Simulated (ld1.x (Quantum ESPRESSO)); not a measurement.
# Plane-wave convergence, PAW potential for oxygen (O)

* Element: oxygen (O)
* Generator: ld1.x (Quantum ESPRESSO) 7.5
* Type: PAW
* Functional: Wu–Cohen
* Relativity: scalar-relativistic
* Frozen core: [He]
* Valence charge: 6
* Reference configuration: 2s2 2p3.75 (charge +0.25)
* Partial waves: 2s (bound): rcut 0.60, rcutus 0.75 bohr; 2s channel at -1.7 Ry: rcut 0.60, rcutus 0.75 bohr; 2p (bound): rcut 1.30, rcutus 1.60 bohr; 2p channel at -0.4 Ry: rcut 1.30, rcutus 1.60 bohr; 3d channel at 0.35 Ry: rc 1.50 bohr
* Local potential: the d channel
* Core correction: a·sin(br)/r model core, default radius (core density twice the valence density)
* Augmentation charge: PSQ, inside the norm-conserving radii

The pseudo-atom Hamiltonian at the reference potential is diagonalised in spherical Bessel functions j_l(qr) that vanish at 20 bohr, with q² up to the cutoff. All-electron valence levels (Ry): 2s -2.0162, 2p -0.9192.

Task: How do the lowest levels (Ry) of each channel move with the cutoff, and are there ghosts?

Result:

| cutoff (Ry) | s #1 | s #2 | p #1 | d #1 | d #2 | f #1 | Σ f·Δε (mRy) |
| --- | --- | --- | --- | --- | --- | --- | --- |
| 8 | -1.9276 | -0.0898 | -0.4441 | 0.0368 | 0.1350 | 0.0826 | 1959.1 |
| 12 | -1.9652 | -0.0920 | -0.7010 | 0.0368 | 0.1350 | 0.0826 | 920.6 |
| 21 | -1.9696 | -0.0923 | -0.9017 | 0.0368 | 0.1350 | 0.0826 | 159.2 |
| 30 | -1.9825 | -0.0928 | -0.9187 | 0.0368 | 0.1350 | 0.0826 | 69.5 |
| 45 | -2.0059 | -0.0938 | -0.9191 | 0.0368 | 0.1350 | 0.0826 | 21.4 |
| 55 | -2.0131 | -0.0941 | -0.9192 | 0.0368 | 0.1350 | 0.0826 | 6.5 |
| 80 | -2.0159 | -0.0943 | -0.9192 | 0.0368 | 0.1350 | 0.0826 | 0.8 |
| 100 | -2.0159 | -0.0943 | -0.9192 | 0.0368 | 0.1350 | 0.0826 | 0.7 |
| 400 | -2.0163 | -0.0943 | -0.9192 | 0.0368 | 0.1350 | 0.0826 | 0.0 |

Result: no extra level below or beside the all-electron valence levels (s, p, d, f tested); 10 mRy is reached at 55 Ry and 1 mRy at 80 Ry.
